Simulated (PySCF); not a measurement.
One of the candidates below gave these computed data.

All candidates are C7H12.

* UV, strongest line: among the 8 lowest singlet transitions: S6 at 7.82 eV (159 nm, f = 1.125) [TDDFT wB97X-D/def2-SVPD]
* Polarisability: 87.8 au [wB97X-D/def2-SVPD]
* Dipole: 0.50 D [wB97X-D/def2-SVPD]
* Rotational structure: rotational constants A, B, C: 3.672, 1.608, 1.159 GHz [GFN2-xTB]
* Triplet: lowest triplet excitation (Tamm–Dancoff): 4.74 eV [TDA wB97X-D/def2-SVPD]
* UV, first state: lowest singlet excitation: 5.75 eV (216 nm, f = 0.000) [TDDFT wB97X-D/def2-SVPD]

Electronic properties: PySCF, gas phase, density fitting. Levels stand in brackets. One conformer (not necessarily the lowest) at the GFN2-xTB geometry, without solvent, vibrations or thermal averaging.

**Question.** Which candidate is it?
A. `C=CC(=C)C(C)C`
B. `C1CC[C@H]2C[C@H]2C1`
C. `C=C=C(C)CCC`

**Answer.** C. It is `C=C=C(C)CCC`. Numbering: `[CH2:1]=[C:2]=[C:3]([CH3:4])[CH2:5][CH2:6][CH3:7]`. Its formula, C7H12, gives 2 degrees of unsaturation: 0 rings and 2 π bonds in the structure found. By its constants the optimised geometry is an asymmetric top.

The others, at the same levels:
- `C=CC(=C)C(C)C` fails: its computed lowest triplet excitation (Tamm–Dancoff) is 3.37 eV (against 4.74 eV), strongest line among the 8 lowest singlet transitions is S1 at 5.84 eV (212 nm, f = 0.535) (against S6 at 7.82 eV) and smallest rotational constant is 1.600 GHz (against 1.159 GHz).
- `C1CC[C@H]2C[C@H]2C1` fails: its computed lowest singlet excitation is 7.76 eV (160 nm, f = 0.001) (against 5.75 eV), lowest triplet excitation (Tamm–Dancoff) is 7.64 eV (against 4.74 eV) and strongest line among the 8 lowest singlet transitions is S5 at 8.57 eV (145 nm, f = 0.031) (against S6 at 7.82 eV).

Each candidate is one conformer, not necessarily the lowest. The conformers computed, where there is a choice (atom-mapped SMILES and torsion angles):
- `[CH2:1]=[C:2]=[C:3]([CH3:4])[CH2:5][CH2:6][CH3:7]`: C2–C3–C5–C6 0°, C3–C5–C6–C7 179°
- `[CH2:1]=[CH:2][C:3](=[CH2:4])[CH:5]([CH3:6])[CH3:7]`: C1–C2–C3–C4 178°, C2–C3–C5–C6 -155°

The conformers of `C1CC[C@H]2C[C@H]2C1` aren't listed.
